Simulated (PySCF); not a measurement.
Compound: vinyldifluoroborane, C₂H₃BF₂.
SMILES with atom numbers: `[CH2:1]=[CH:2][B:3]([F:4])[F:5]` (hydrogens: H6, H7 on C1; H8 on C2)

A linear-response calculation (PySCF, def2-SVPD basis, gas phase, vertical, core orbitals frozen in the response) gave these numbers; the functional is withheld.

Orbital energies (eV): HOMO-3 -13.55, HOMO-2 -13.23, HOMO-1 -11.46, HOMO -10.00, LUMO -0.45, LUMO+1 1.03, LUMO+2 1.83.

```csv
state,E (eV),f,"main configurations (H = HOMO, L = LUMO)"
S1,6.72,0.0007,H-1→L (98%)
S2,6.77,0.355,H→L (97%)
S3,8.01,0.070,"H→L+1 (86%), H→L+2 (10%)"
S4,8.29,0.0003,H-2→L (92%)
S5,8.83,0.0000,"H→L+2 (75%), H→L+1 (11%)"
S6,9.02,0.0000,"H→L+3 (80%), H→L+2 (12%)"
```

Triplets, Tamm–Dancoff:

```tsv
state	E (eV)	λ (nm)	main configurations (H = HOMO, L = LUMO)
T1	3.91	316.9	H→L (95%)
T2	6.08	203.9	H-1→L (97%)
T3	7.76	159.9	H-2→L (87%)
T4	7.86	157.8	H→L+1 (82%), H→L+2 (11%)
```

Vertical ionisation energy by ΔSCF with the same functional: 11.15 eV. Mean static polarisability: 38.9 au.

**Question.** Name the functional.
A. CAM-B3LYP
B. PBE
C. B3LYP
D. HF

**Answer.** A. CAM-B3LYP is range-separated, 19% exact exchange at short range and 65% at long range (ω = 0.33 bohr⁻¹). In this run −ε(HOMO) = 10.00 eV differs from the ΔSCF value by -1.15 eV, and S1 differs from the orbital gap of 9.55 eV by -2.83 eV. The ratio −ε(HOMO)/IP is 0.90. Small neutral molecules mostly give 0.85 to 0.93 with CAM-B3LYP, 0.5 to 0.7 with PBE, 0.67 to 0.83 with B3LYP; with Hartree–Fock the ratio is 1 or more (Koopmans' value less the relaxation energy is the ΔSCF value). The other options: PBE, a GGA without exact exchange; HF, time-dependent Hartree–Fock, 100% exact exchange; B3LYP, a global hybrid with 20% exact exchange.

The calculation used TDDFT CAM-B3LYP/def2-SVPD, vertical, gas phase, core orbitals frozen in the response (PySCF). Isolated species at its PBE0-D3(BJ)/def2-SVP geometry, gas phase.

The values belong to the conformer `[CH2:1]=[CH:2][B:3]([F:4])[F:5]`: C1–C2–B3–F4 180°.
